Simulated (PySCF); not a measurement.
Vertical excitations of a molecule C3H7ClSi from PySCF 2.14.0 with TDDFT-M06-2X/def2-SVPD, as energy in eV (oscillator strength): 6.42 (0.431), 6.73 (0.001), 6.76 (0.003), 7.14 (0.001), 7.41 (0.003), 7.71 (0.016), 7.90 (0.009), 7.91 (0.002), 8.02 (0.018), 8.21 (0.011). Lowest triplet (TDA): 4.31 eV. Coordinates come from a r2SCAN-D4/def2-SVP optimisation. Other conformers were not sampled.

Identify the compound among the candidates.
(A) Cl[SiH2]C1CC1
(B) C[SiH2]/C=C/Cl
(C) C=CC[SiH2]Cl
(D) C=C[Si@H](C)Cl

B, C[SiH2]/C=C/Cl
